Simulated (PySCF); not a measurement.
# Spinor energies of Zr⁴⁺ (zirconium, charge +4)

Start: [Kr]. Calculated with PySCF 2.14 in x2c-TZVPPall-2c (8s9p7d2f1g, 93 functions): generalised Hartree-Fock with the X2C-1e Hamiltonian and a Gaussian nucleus; one run each with spin-orbit coupling (SO) switched off, then screened by Boettger's factors.

```
spinor shell  electrons  ε, spin-free (eV)  ε, screened SO (eV)  weight of nominal j (screened SO)  rms radius, screened SO (bohr)
       1s1/2          2           -18140.9             -18140.0                              1.000                          0.0426
       2s1/2          2            -2622.8              -2622.6                              1.000                           0.176
       2p1/2          2            -2337.4              -2396.6                              1.000                           0.154
       2p3/2          4            -2337.4              -2309.5                              1.000                           0.158
       3s1/2          2            -496.85              -496.79                              1.000                           0.487
       3p1/2          2            -401.17              -411.02                              1.000                           0.488
       3p3/2          4            -401.17              -396.51                              1.000                           0.499
       3d3/2          4            -243.88              -245.42                              1.000                           0.493
       3d5/2          6            -243.88              -242.81                              1.000                           0.496
       4s1/2          2            -109.05              -109.03                              1.000                            1.27
       4p1/2          2            -80.629              -82.019                              1.000                            1.39
```

Q: Where does 4p3/2 lie, and what is the 4p spin-orbit splitting (screened SO)?

A: At -79.966 eV, 2.053 eV above 4p1/2.

```csv
quantity,spin-free,screened SO
E (hartree),-3593.31378,-3593.66069
M_J,0,0
⟨J²⟩,0.000,0.000
⟨L²⟩,0.000,0.007
⟨S²⟩,0.000,0.007
```

Breit and QED terms are absent; they matter most for the inner s and p1/2 levels.

Densities and radii are taken from the X2C orbitals without a picture-change correction, which distorts them close to the nucleus.

Without spin-orbit coupling the j labels of p, d and f shells carry no meaning; the spin-free column gives the mean over the occupied spinors of each nl shell.
